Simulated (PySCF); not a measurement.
RbBe: one state, many levels of theory

State: ²Σ⁺ (doublet), unpaired electrons σ ↑. Set-up: basis Rb def2-TZVP with ECP28, Be def2-TZVP; scalar-relativistic core potentials; PySCF 2.14. De refers to Rb + Be in their ground configurations, without counterpoise correction. The functionals are run spin-unrestricted. A positive dipole means Rb(−)Be(+). Levels whose curve was spin-contaminated or gave no clean fit are not listed.

```json
{"Level": "ROHF-CCSD(T)", "Re (Å)": "4.091", "ωe (cm⁻¹)": "54.5", "De (eV)": "0.044", "μ (D)": "n/a", "CPU s a point (SCF and correlation, without the integrals)": "6.4"}
{"Level": "LDA", "Re (Å)": "3.473", "ωe (cm⁻¹)": "162", "De (eV)": "0.390", "μ (D)": "-3.11", "CPU s a point (SCF and correlation, without the integrals)": "0.31"}
{"Level": "PBE", "Re (Å)": "3.560", "ωe (cm⁻¹)": "151", "De (eV)": "0.334", "μ (D)": "-3.48", "CPU s a point (SCF and correlation, without the integrals)": "0.53"}
{"Level": "PBEsol", "Re (Å)": "3.531", "ωe (cm⁻¹)": "154", "De (eV)": "0.352", "μ (D)": "-3.35", "CPU s a point (SCF and correlation, without the integrals)": "0.39"}
{"Level": "PW91", "Re (Å)": "3.547", "ωe (cm⁻¹)": "153", "De (eV)": "0.346", "μ (D)": "-3.49", "CPU s a point (SCF and correlation, without the integrals)": "0.4"}
{"Level": "r²SCAN", "Re (Å)": "3.613", "ωe (cm⁻¹)": "147", "De (eV)": "0.325", "μ (D)": "-3.89", "CPU s a point (SCF and correlation, without the integrals)": "0.72"}
{"Level": "PBE0", "Re (Å)": "3.589", "ωe (cm⁻¹)": "145", "De (eV)": "0.260", "μ (D)": "-3.66", "CPU s a point (SCF and correlation, without the integrals)": "0.91"}
{"Level": "CAM-B3LYP", "Re (Å)": "3.656", "ωe (cm⁻¹)": "123", "De (eV)": "0.127", "μ (D)": "-2.96", "CPU s a point (SCF and correlation, without the integrals)": "0.97"}
```

(1) Which functional lies closest to ROHF-CCSD(T) in De, which farthest, and by how much do they differ from it?

(2) What does the step from GGA to meta-GGA do here, going from PBE to r²SCAN?

(3) What does the gradient correction do here, going from LDA to PBE?

Correlated steps freeze no core orbitals. The bond is weak. Basis-set superposition, not corrected here, can be much of De in a small basis, most of all at correlated wavefunction levels. Functionals without a dispersion term scatter widely for such bonds, and LDA overbinds them. Spin–orbit coupling is left out. The state was picked by a PBE0 search and need not be the measured ground state.

The whole job (state search and all levels along the bond) took about 2.2 min on 1 thread of Oxide Virtual Turin-like (shared host), peak memory 0.74 GiB.

Answers

(1) Closest is CAM-B3LYP (-43.5 pm in Re, +125.7 % in ωe, +0.08 eV in De against ROHF-CCSD(T) in the same basis), farthest LDA (-61.8 pm in Re, +197.2 % in ωe, +0.35 eV in De). CCSD(T) converges more slowly with the basis than the functionals do and binds too weakly in this one, so the order can change at the basis-set limit.

(2) r²SCAN less PBE: +5.3 pm in Re, -2.6 % in ωe, -0.01 eV in De. 

(3) PBE less LDA: +8.7 pm in Re, -6.8 % in ωe, -0.06 eV in De. The gradient correction favours the more uneven density of free atoms, so it tends to lengthen bonds and takes away much of the overbinding of LDA; so it does here.
